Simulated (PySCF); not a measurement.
## Magnetisability: SMILES C[SeH]=O, CH4OSe

Molfile (atoms numbered from 1):
```
CH4OSe
     RDKit          3D

  7  6  0  0  0  0  0  0  0  0999 V2000
   -0.7926    0.1045   -0.0707 C   0  0  0  0  0  0  0  0  0  0  0  0
    1.0179    0.0697    0.7026 Se  0  0  0  0  0  4  0  0  0  0  0  0
    1.5516   -1.3897    0.3504 O   0  0  0  0  0  0  0  0  0  0  0  0
   -1.1701    1.1207   -0.1086 H   0  0  0  0  0  0  0  0  0  0  0  0
   -1.4226   -0.5129    0.5689 H   0  0  0  0  0  0  0  0  0  0  0  0
   -0.7347   -0.3401   -1.0624 H   0  0  0  0  0  0  0  0  0  0  0  0
    1.5539    0.9527   -0.4073 H   0  0  0  0  0  0  0  0  0  0  0  0
  1  2  1  0
  2  3  2  0
  1  4  1  0
  1  5  1  0
  1  6  1  0
  2  7  1  0
M  END
```

Method used: GIAO BHandHLYP/def2-SVPD magnetisability, rotational g tensor and spin-rotation constants, non-relativistic, gas phase (PySCF). Geometry: GFN2-xTB.

The calculation is non-relativistic, which matters for the atoms heavier than Zn.

(1) How diamagnetic is it, and how anisotropic?

(2) Split it along the inertial axes a, b, c into diamagnetic and paramagnetic parts about the centre of mass, with the quadrupole moment.

(3) And the rotational g tensor?

## Answers

(1) Isotropic -725 × 10⁻³⁰ J/T², or -43.7 × 10⁻⁶ cm³/mol; principal values -817, -686, -671 × 10⁻³⁰ J/T², anisotropy 139 × 10⁻³⁰ J/T² (root of half the summed squared differences of the principal values). The susceptibility is in cgs units.

(2) 
```csv
axis,χ (10⁻⁶ cm³/mol),diamagnetic (10⁻⁶ cm³/mol),paramagnetic (10⁻⁶ cm³/mol),summed x² of all electrons (Å²),quadrupole Θ (D Å)
a,-44.7,-135.7,91.0,45.8,-0.48
b,-45.5,-236.3,190.7,22.1,-2.35
c,-40.7,-288.3,247.6,9.9,+2.83
```
Anisotropies 2χaa − χbb − χcc = -3.3 and 2χbb − χaa − χcc = -5.6 × 10⁻⁶ cm³/mol. Θ is traceless in Buckingham's convention.

(3) 
```
axis  rotational constant (GHz)        g  nuclear part  electronic part
   a                    15.9205  -0.0843        0.5961          -0.6804
   b                     7.2152  -0.0318        0.6147          -0.6465
   c                     5.3521  -0.0435        0.5792          -0.6227
```
Asymmetric top; isotopes 12C, 1H, 16O, 80Se; no vibrational averaging.
